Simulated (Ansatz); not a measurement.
Complex (SMILES): Cl (HCl) with N#N (N2), atoms 1 to 2 the first; geometry from B3LYP-D3(BJ)/def2-TZVP, monomers rigid:
```xyz
4

Cl     1.0940     0.2553     0.1057
H     -0.1754     0.0770     0.1766
N     -3.5503    -0.4010     0.3596
N     -2.4723    -0.2486     0.3008
```

The counterpoise-corrected interaction energy at CCSD(T) with Ansatz (a program for electronic structure), in kcal/mol, split into its Hartree-Fock and correlation parts. Cores are frozen. No added dispersion term, no relativity. Functions are those of the species that has most.

```json
[
 {"basis": "aug-cc-pV(D+d)Z", "X": "2", "functions": "87", "Hartree-Fock": "0.03", "CCSD(T)": "-1.04"},
 {"basis": "aug-cc-pV(T+d)Z", "X": "3", "functions": "170", "Hartree-Fock": "0.02", "CCSD(T)": "-1.22"},
 {"basis": "aug-cc-pV(Q+d)Z", "X": "4", "functions": "295", "Hartree-Fock": "0.00", "CCSD(T)": "-1.30"}
]
```

Worked estimate of the basis-set limit from each neighbouring pair, with Hartree-Fock from the larger set and the correlation part extrapolated as X^-3.
Correlation parts: X = 2: -1.07, X = 3: -1.24, X = 4: -1.30.
- (2,3): (27·(-1.24) - 8·(-1.07))/19 = -1.31; with Hartree-Fock 0.02 the estimate is -1.29 kcal/mol.
- (3,4): (64·(-1.30) - 27·(-1.24))/37 = -1.34; with Hartree-Fock 0.00 the estimate is -1.34 kcal/mol.
The last two estimates differ by 0.05 kcal/mol; the largest set lies 0.04 from the last. Over the last step Hartree-Fock moves by -0.02 and the correlation part by -0.06.
